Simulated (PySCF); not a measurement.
PySCF input (M06-2X/def2-TZVPD):

```python
from pyscf import gto, scf, dft

mol = gto.M(
    atom='''
    F     1.34890204    0.41912652   -0.79375472
    C     0.37436218    0.07369748    0.08190089
    F     0.99190072   -0.07109754    1.27919053
    C    -0.88901082    0.92750623    0.06623804
    C    -1.56896671   -0.38367707   -0.36094099
    O    -0.28397136   -1.08163743   -0.30469827
    H    -0.87414125    1.72035656   -0.67576421
    H    -1.16986936    1.31427114    1.04139520
    H    -1.97677581   -0.40610795   -1.37002631
    H    -2.27297553   -0.81284099    0.34987157
    ''',
    basis='def2-tzvpd',
    charge=0,
    spin=0,
    verbose=4,
)

mf = dft.RKS(mol, xc='m062x').density_fit(auxbasis='def2-universal-jkfit')
mf.grids.level = 4
mf.conv_tol = 1e-9
mf.max_cycle = 100
mf.max_memory = 1500
mf.kernel()
if not mf.converged:
    mf = mf.newton()
    mf.kernel(mf.make_rdm1())
mf.analyze()
```

Output:

```
PySCF version 2.14.0

[INPUT] verbose = 4
[INPUT] num. atoms = 10
[INPUT] num. electrons = 48
[INPUT] charge = 0
[INPUT] spin (= nelec alpha-beta = 2S) = 0
[INPUT] symmetry False subgroup None
[INPUT] Mole.unit = angstrom
[INPUT] Symbol           X                Y                Z      unit          X                Y                Z       unit  Magmom
[INPUT]  1 F      1.348902040000   0.419126520000  -0.793754720000 AA    2.549055424467   0.792034334342  -1.499979030881 Bohr   0.0
[INPUT]  2 C      0.374362180000   0.073697480000   0.081900890000 AA    0.707441991595   0.139268053271   0.154770251458 Bohr   0.0
[INPUT]  3 F      0.991900720000  -0.071097540000   1.279190530000 AA    1.874420703559  -0.134354878730   2.417319762837 Bohr   0.0
[INPUT]  4 C     -0.889010820000   0.927506230000   0.066238040000 AA   -1.679986971575   1.752732753528   0.125171754628 Bohr   0.0
[INPUT]  5 C     -1.568966710000  -0.383677070000  -0.360940990000 AA   -2.964917380460  -0.725044582576  -0.682079618229 Bohr   0.0
[INPUT]  6 O     -0.283971360000  -1.081637430000  -0.304698270000 AA   -0.536628097620  -2.043998508778  -0.575796280929 Bohr   0.0
[INPUT]  7 H     -0.874141250000   1.720356560000  -0.675764210000 AA   -1.651887556685   3.251002734999  -1.277009281683 Bohr   0.0
[INPUT]  8 H     -1.169869360000   1.314271140000   1.041395200000 AA   -2.210732691920   2.483612508020   1.967951715437 Bohr   0.0
[INPUT]  9 H     -1.976775810000  -0.406107950000  -1.370026310000 AA   -3.735564890565  -0.767432802509  -2.588974509348 Bohr   0.0
[INPUT] 10 H     -2.272975530000  -0.812840990000   0.349871570000 AA   -4.295301239538  -1.536046853920   0.661161446072 Bohr   0.0

nuclear repulsion = 261.974122017947
number of shells = 101
number of NR pGTOs = 365
number of NR cGTOs = 267
basis = def2-tzvpd
ecp = {}

******** <class 'pyscf.df.df_jk.DFRKS'> ********
method = DFRKS
initial guess = minao
damping factor = 0
level_shift factor = 0
DIIS = <class 'pyscf.scf.diis.CDIIS'>
diis_start_cycle = 1
diis_space = 8
diis_damp = 0
SCF conv_tol = 1e-09
SCF conv_tol_grad = None
SCF max_cycles = 100
direct_scf = False
XC library pyscf.dft.libxc version 7.1.2
    S. Lehtola, C. Steigemann, M. J. T. Oliveira, and M. A. L. Marques,  SoftwareX 7, 1–5 (2018)
XC functionals = m062x
    Y. Zhao and D. G. Truhlar,  Theor. Chem. Acc. 120, 215 (2008)
    Y. Zhao and D. G. Truhlar,  Theor. Chem. Acc. 120, 215 (2008)
radial grids:
    Treutler-Ahlrichs [JCP 102, 346 (1995); DOI:10.1063/1.469408] (M4) radial grids

becke partition: Becke, JCP 88, 2547 (1988); DOI:10.1063/1.454033
pruning grids: <function nwchem_prune>
grids dens level: 4
symmetrized grids: False
atomic radii adjust function: <function treutler_atomic_radii_adjust>
small_rho_cutoff = 0
Set gradient conv threshold to 3.16228e-05
Initial guess from minao.
tot grids = 234592
******** <class 'pyscf.df.df.DF'> ********
auxbasis = def2-universal-jkfit
[...]
cycle= 10 E= -391.635472317118  delta_E= -1.32e-10  |g|= 8.5e-06  |ddm|= 4.65e-05
  HOMO = -0.391312041206035  LUMO = 0.0105193800413831  gap/eV = 10.93439
Extra cycle  E= -391.635472317126  delta_E= -8.19e-12  |g|= 7.4e-06  |ddm|= 1.76e-05
converged SCF energy = -391.635472317126
**** SCF Summaries ****
Total Energy =                        -391.635472317126244
Nuclear Repulsion Energy =             261.974122017946627
One-electron Energy =                -1058.724030882895704
Two-electron Energy =                  405.114436547822777
Two-electron Coulomb Energy =          452.301841152428722
DFT Exchange-Correlation Energy =      -47.187404604605938
HOMO-LUMO gap [eV] =                    10.934389918528735
**** MO energy ****
MO #1   energy= -25.2621827635397  occ= 2
MO #2   energy= -25.2621685198232  occ= 2
MO #3   energy= -19.663891677387   occ= 2
MO #4   energy= -10.7625497719233  occ= 2
MO #5   energy= -10.618765324596   occ= 2
MO #6   energy= -10.5720888701861  occ= 2
MO #7   energy= -1.4193971674799   occ= 2
MO #8   energy= -1.35072566365588  occ= 2
MO #9   energy= -1.21280269819907  occ= 2
MO #10  energy= -0.889224308930423 occ= 2
MO #11  energy= -0.811542902177422 occ= 2
MO #12  energy= -0.707484090761756 occ= 2
MO #13  energy= -0.669467159333724 occ= 2
MO #14  energy= -0.634581141912936 occ= 2
MO #15  energy= -0.631251696985244 occ= 2
MO #16  energy= -0.569424617227753 occ= 2
MO #17  energy= -0.564497634883322 occ= 2
MO #18  energy= -0.542239302131245 occ= 2
MO #19  energy= -0.507104906957652 occ= 2
MO #20  energy= -0.50561564049635  occ= 2
MO #21  energy= -0.47342878879196  occ= 2
MO #22  energy= -0.437727101022477 occ= 2
MO #23  energy= -0.413637827691565 occ= 2
MO #24  energy= -0.391312041206035 occ= 2
MO #25  energy= 0.0105193800413831 occ= 0
MO #26  energy= 0.0291008237069827 occ= 0
MO #27  energy= 0.0351277198345358 occ= 0
MO #28  energy= 0.0442353651741222 occ= 0
MO #29  energy= 0.068056878082137  occ= 0
MO #30  energy= 0.076035382832868  occ= 0
MO #31  energy= 0.0769516174523252 occ= 0
MO #32  energy= 0.087933819200068  occ= 0
MO #33  energy= 0.089161678867838  occ= 0
MO #34  energy= 0.119020959595034  occ= 0
MO #35  energy= 0.127662435834561  occ= 0
MO #36  energy= 0.134035669433592  occ= 0
MO #37  energy= 0.144565473509265  occ= 0
MO #38  energy= 0.149194985046543  occ= 0
MO #39  energy= 0.153451979962078  occ= 0
MO #40  energy= 0.15466949264743   occ= 0
MO #41  energy= 0.174467137723973  occ= 0
MO #42  energy= 0.19555213873207   occ= 0
MO #43  energy= 0.196674898186783  occ= 0
MO #44  energy= 0.203364866026424  occ= 0
MO #45  energy= 0.220010002185462  occ= 0
MO #46  energy= 0.225127488445678  occ= 0
MO #47  energy= 0.245951602546641  occ= 0
MO #48  energy= 0.249330692054887  occ= 0
MO #49  energy= 0.250868390440535  occ= 0
MO #50  energy= 0.267725591021649  occ= 0
MO #51  energy= 0.271119397678946  occ= 0
MO #52  energy= 0.274187181914204  occ= 0
MO #53  energy= 0.297955750923362  occ= 0
MO #54  energy= 0.298486333104751  occ= 0
MO #55  energy= 0.302170763288125  occ= 0
MO #56  energy= 0.313871229701302  occ= 0
MO #57  energy= 0.320398389475618  occ= 0
MO #58  energy= 0.320530077356315  occ= 0
MO #59  energy= 0.331043670764794  occ= 0
MO #60  energy= 0.335578015936709  occ= 0
MO #61  energy= 0.346096228484309  occ= 0
MO #62  energy= 0.351868369262635  occ= 0
MO #63  energy= 0.351978510633664  occ= 0
MO #64  energy= 0.384111918563041  occ= 0
MO #65  energy= 0.386955789550295  occ= 0
MO #66  energy= 0.389482326176051  occ= 0
MO #67  energy= 0.395082836956511  occ= 0
MO #68  energy= 0.414820570735773  occ= 0
MO #69  energy= 0.415567602006546  occ= 0
MO #70  energy= 0.427335895601335  occ= 0
MO #71  energy= 0.436124071478744  occ= 0
MO #72  energy= 0.43774065738363   occ= 0
MO #73  energy= 0.449638319732816  occ= 0
MO #74  energy= 0.459549162708998  occ= 0
MO #75  energy= 0.47166383112499   occ= 0
MO #76  energy= 0.475269517815609  occ= 0
MO #77  energy= 0.482191047650124  occ= 0
MO #78  energy= 0.50074848411721   occ= 0
MO #79  energy= 0.511812265525269  occ= 0
MO #80  energy= 0.554119805640857  occ= 0
MO #81  energy= 0.557285822005906  occ= 0
MO #82  energy= 0.610192030013563  occ= 0
MO #83  energy= 0.617368454270783  occ= 0
MO #84  energy= 0.621216050986624  occ= 0
MO #85  energy= 0.634414797589795  occ= 0
MO #86  energy= 0.639864974259165  occ= 0
MO #87  energy= 0.646676887511478  occ= 0
MO #88  energy= 0.679170631124429  occ= 0
MO #89  energy= 0.680248406563608  occ= 0
MO #90  energy= 0.689834197252748  occ= 0
MO #91  energy= 0.700375288376582  occ= 0
MO #92  energy= 0.721615758005824  occ= 0
MO #93  energy= 0.726604595223353  occ= 0
MO #94  energy= 0.72699877668502   occ= 0
MO #95  energy= 0.758424518699738  occ= 0
MO #96  energy= 0.769340261046385  occ= 0
MO #97  energy= 0.770146430140377  occ= 0
MO #98  energy= 0.780240138551128  occ= 0
MO #99  energy= 0.79121393051285   occ= 0
MO #100 energy= 0.806749521582157  occ= 0
MO #101 energy= 0.836314824408843  occ= 0
MO #102 energy= 0.839642617250636  occ= 0
MO #103 energy= 0.852357700324457  occ= 0
MO #104 energy= 0.855696598261417  occ= 0
MO #105 energy= 0.869600728732195  occ= 0
MO #106 energy= 0.884341170518898  occ= 0
MO #107 energy= 0.891588645630306  occ= 0
[...]
```
